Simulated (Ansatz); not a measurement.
`BC(F)CCl` at its PBE0-D4/def2-TZVP geometry, where that method's forces vanish. The species carries charge 0 and has multiplicity 1.

```xyz
10

B    -0.4581    1.4335    0.2224
C     0.4828    0.1958    0.1241
F     1.6208    0.4138   -0.6357
C    -0.1817   -1.0873   -0.3114
Cl    0.8481   -2.5161   -0.0429
H    -0.1148    2.4953   -0.1955
H    -1.5015    1.3062    0.7913
H     0.8148    0.0603    1.1738
H    -0.4089   -1.0609   -1.3768
H    -1.1016   -1.2407    0.2509
```

Task: What forces (eV/Å) does ωB97M-V/def2-TZVPP give on these atoms in Ansatz 0.2.0? (Estimate.)

Result: The calculation gave: 
```
B1  -0.086  0.164  0.006
C2  -0.154  0.008  0.306
F3   0.198  0.034 -0.160
C4  -0.208 -0.025 -0.109
Cl5  0.085 -0.073  0.028
H6  -0.043 -0.152  0.057
H7   0.139  0.005 -0.081
H8  -0.019  0.002 -0.085
H9   0.011  0.013  0.095
H10  0.077  0.024 -0.057
```
